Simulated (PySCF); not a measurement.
**Radial density of Ir⁷⁶⁺ (iridium, charge +76)**

UHF, 1s1, 2S determinant. Calculation: PySCF 2.14, in an uncontracted even-tempered set (17 s from 230 bohr⁻², ratio 2; 7 p from 350 bohr⁻², ratio 2.2; 4 d from 1100 bohr⁻², ratio 2.2; 4 f from 1600 bohr⁻², ratio 2.2; 3 g from 2400 bohr⁻², ratio 2.2; 2 h from 3600 bohr⁻², ratio 2.2); the non-relativistic Hamiltonian (point nucleus).

| r (bohr) | 4πr²ρ (e/bohr) | 4πr²(ρα − ρβ) |
| --- | --- | --- |
| 0.000330 | 0.1891 | 0.1891 |
| 0.000555 | 0.5168 | 0.5168 |
| 0.000934 | 1.379 | 1.3790 |
| 0.00157 | 3.537 | 3.5373 |
| 0.00264 | 8.486 | 8.4857 |
| 0.00444 | 18.19 | 18.1901 |
| 0.00747 | 32.27 | 32.2698 |
| 0.0126 | 41.64 | 41.6399 |
| 0.0211 | 31.45 | 31.4544 |
| 0.0356 | 9.654 | 9.6542 |
| 0.0598 | 0.6513 | 0.6513 |
| 0.101 | 0.003418 | 0.0034 |

A non-relativistic calculation at this Z misses sizeable relativistic shifts.
